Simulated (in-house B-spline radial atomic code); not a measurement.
How numerical settings move a run on Sr⁴⁺, [Ar] 3d10 4s2 4p4. Computed with an all-electron radial atomic-structure program (B-spline basis): non-relativistic r2SCAN0, spherical fractional occupations, point nucleus.

Command:
```bash
python run_scf.py task.json out
```
Settings of the sound reference run:
```
Z                38
electrons        34
configuration    [Ar] 3d10 4s2 4p4
hamiltonian      nr
method           r2scan0
spin_polarised   False
knot_spacing     0.22
spline_order     8
gauss_points     12
box_radius       12.77
max_iterations   70
damping          0.5
damped_steps     3
diis_vectors     10
tolerance        1e-08
start            Thomas-Fermi
```

Time taken, with all properties: 0.16 s on 1 thread of Arm Neoverse V2, with other jobs on the host.

It converges in 8 iterations to -3128.956129 hartree, with 4p at -65.5095 eV. The other runs change the listed settings, some to values that make no sense; their results aren't properties of the atom or ion. Radii are in bohr (the nuclear one in fm), a minus after a letter asks for a j subshell, and «unchanged» means within 1e-8 hartree. The run stops when the residual is below 10 × tolerance × max(1, Z/10), or a noise floor if that is larger, and the energy moves by less than 1e-8 × √|E| hartree; so very loose and very tight tolerances often act alike.

```tsv
changed settings	outcome
hamiltonian = dirac, method = hf, spin_polarised = True, nucleus = fermi, rms_radius = 4.224, mass_number = 88, atomic_mass = 87.90561, speed_of_light = 137.036	stopped with error: spin polarisation is not served with the Dirac Hamiltonian
first_knot = 0.00263	converged in 8 iterations, energy +6.61e-06 hartree from the reference, 4p level -3.2e-05 eV
damping = 0	converged in 7 iterations, energy unchanged, 4p level +3.3e-07 eV
max_iterations = 3	not converged after 3 iterations, last residual 1.1e-03, last energy +1.69e-06 hartree from the reference
damping = 0.95	converged in 8 iterations, energy unchanged, 4p level -5.5e-07 eV
spline_order = 5, max_iterations = 75, damping = 0.95, diis_vectors = 20	converged in 8 iterations, energy +5.99e-05 hartree from the reference, 4p level -2.3e-05 eV
spline_order = 7, max_iterations = 75, damping = 0.2	converged in 7 iterations, energy +1.31e-05 hartree from the reference, 4p level -1.0e-04 eV
first_knot = 0.0789	converged in 8 iterations, energy +2.91e-03 hartree from the reference, 4p level -8.4e-05 eV
damping = 0.8	converged in 8 iterations, energy unchanged, 4p level -3.9e-07 eV
electrons = 35, configuration = [Ar] 3d10 4s2 4p4 5s-1, max_iterations = 75	stopped with error: j subshells need the Dirac Hamiltonian and l > 0
max_iterations = 2	not converged after 2 iterations, last residual 2.1e-03, last energy +1.37e-05 hartree from the reference
first_knot = 2.63e-06	converged in 5 iterations, energy +3.98e-07 hartree from the reference, 4p level -2.7e-04 eV
first_knot = 0.000263	converged in 7 iterations, energy +2.94e-06 hartree from the reference, 4p level -8.7e-05 eV
electrons = 35, configuration = [Ar] 3d10 4s2 4p4 3f1, max_iterations = 75	stopped with error: there is no 3f shell
box_radius = 1.92, max_iterations = 75, tolerance = 0.001	converged in 5 iterations, energy +4.70e+00 hartree from the reference, 4p level +3.5e+01 eV (the program warns: 4p reaches the box edge; 3s reaches the box edge)
```

(1) What happens with spline_order = 7, box_radius = 51.08, max_iterations = 100, damping = 0.8, start = bare nucleus?

(2) What happens with first_knot = 0.00789?

(3) What happens with max_iterations = 12?

(4) What happens with first_knot = 0.0263?

Answers

(1) Converged in 8 iterations, energy +1.32e-05 hartree from the reference, 4p level -1.1e-04 eV.

(2) Converged in 8 iterations, energy +6.33e-06 hartree from the reference, 4p level -3.0e-05 eV.

(3) Converged in 8 iterations, energy unchanged.

(4) Converged in 8 iterations, energy +6.77e-06 hartree from the reference, 4p level -9.5e-05 eV.
